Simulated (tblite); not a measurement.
Species: C₆H₁₄FPSi.
Numbering: `[CH3:1][CH2:2][C@@H:3]1[CH2:4][CH2:5][CH2:6][Si@:7]1([F:8])[PH2:9]` (hydrogens: H10, H11, H12 on C1; H13, H14 on C2; H15 on C3; H16, H17 on C4; H18, H19 on C5; H20, H21 on C6; H22, H23 on P9)

A start from a force field or distance geometry was refined with GFN2-xTB geometry optimisation, gas phase in tblite. Values at the start:

| coordinate | start |
| --- | --- |
| C1–C2 | 1.490 Å |
| C1–H10 | 1.109 Å |
| C2–C3 | 1.455 Å |
| C2–H13 | 1.101 Å |
| C2–H14 | 1.134 Å |
| C3–C4 | 1.527 Å |
| C3–Si7 | 1.807 Å |
| C3–H15 | 1.112 Å |
| C4–C5 | 1.510 Å |
| C4–H17 | 1.110 Å |
| C5–H18 | 1.110 Å |
| C5–H19 | 1.099 Å |
| C6–Si7 | 1.902 Å |
| Si7–F8 | 1.693 Å |
| Si7–P9 | 2.153 Å |
| P9–H22 | 1.459 Å |
| C1–C2–C3 | 120.1° |
| C2–C3–C4 | 109.2° |
| C2–C3–Si7 | 121.3° |
| C3–Si7–C6 | 98.0° |
| C3–Si7–F8 | 115.1° |
| C3–Si7–P9 | 120.0° |
| C5–C6–Si7 | 97.6° |
| C6–Si7–P9 | 106.4° |
| C1–C2–C3–C4 | 180° |
| C2–C3–C4–C5 | -174° |
| C3–C4–C5–C6 | 63° |
| C4–C5–C6–Si7 | -45° |

**Question.** How do these coordinates change at the GFN2-xTB level?

**Answer.** 
```tsv
coordinate	GFN2-xTB (Å or °)	change
C3–Si7	1.910	+0.103
Si7–P9	2.245	+0.092
P9–H22	1.385	-0.074
C2–C3	1.525	+0.070
Si7–F8	1.633	-0.060
C2–H14	1.094	-0.040
C1–C2	1.522	+0.032
C1–H10	1.087	-0.022
C5–H18	1.092	-0.018
C4–H17	1.092	-0.018
C3–H15	1.094	-0.018
C4–C5	1.527	+0.017
C6–Si7	1.910	+0.008
C5–H19	1.091	-0.008
C2–H13	1.095	-0.006
C3–C4	1.533	+0.006
C6–Si7–P9	121.0	+14.6
C1–C2–C3	111.6	-8.5
C2–C3–Si7	115.3	-6.0
C5–C6–Si7	103.5	+5.9
C3–Si7–P9	114.2	-5.8
C3–Si7–F8	110.4	-4.7
C2–C3–C4	112.6	+3.4
C3–Si7–C6	94.7	-3.3
C3–C4–C5–C6	52	-11
C2–C3–C4–C5	-164	+10
C1–C2–C3–C4	-171	+9
C4–C5–C6–Si7	-37	+8
```

The energy falls by 33.4 kcal/mol over 102 L-BFGS steps, the largest force on an atom goes from 3.73 to 0.007 eV/Å, and the atoms move by 0.340 Å rms after alignment. The bond that changes most is C3–Si7 (sp3 carbon bound to silicon to fluorine-bound silicon), which lengthens by 0.103 Å. Bonds longer at the end by more than 0.005 Å: 7 of 23; shorter: 12. Among the dihedrals that turn most is H11–C1–C2–C3, from -100° to -59°. Rotational constants go from 1152, 1105, 786.6 to 1205, 1052, 760.3 MHz.

GFN2-xTB frequencies show an imaginary mode (42i cm⁻¹), so the point is no minimum at that level. 3 starts were optimised and ended at 0.00, 1.00 and 1.77 kcal/mol (GFN2-xTB); the lowest of these is shown.

All values are computed, not measured.
